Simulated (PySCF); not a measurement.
Bi(Et)(SiH3)2, C₂H₁₁BiSi₂, SMILES [SiH3][Bi]([CH2]C)[SiH3], singlet (GFN2-xTB optimised geometry):

```
16

Bi    -1.674     0.051    -2.030
C      0.016     0.770    -3.400
C     -0.055     2.266    -3.658
H     -0.049     0.226    -4.342
H      0.967     0.519    -2.937
H      0.041     2.821    -2.726
H     -1.004     2.537    -4.120
H      0.745     2.587    -4.326
Si    -0.338    -2.100    -1.385
H     -0.408    -3.105    -2.448
H     -0.855    -2.749    -0.182
H      1.080    -1.846    -1.152
Si    -0.655     1.343     0.000
H     -1.066     2.749     0.000
H      0.805     1.343     0.000
H     -1.080     0.802     1.289
```

Computed with PySCF with CAM-B3LYP/def2-TZVP, def2 effective core potentials past Kr.

What are the frontier orbital energies and the dipole moment?

HOMO-2 -8.88 eV, HOMO-1 -8.74 eV, HOMO -8.06 eV, LUMO 0.24 eV, LUMO+1 0.51 eV; dipole moment 1.23 D.

On the same geometry PBE/def2-TZVP, def2 effective core potentials past Kr (PySCF) gives HOMO-2 -6.66 eV, HOMO-1 -6.59 eV, HOMO -6.01 eV, LUMO -1.43 eV, LUMO+1 -1.06 eV; dipole moment 1.38 D.
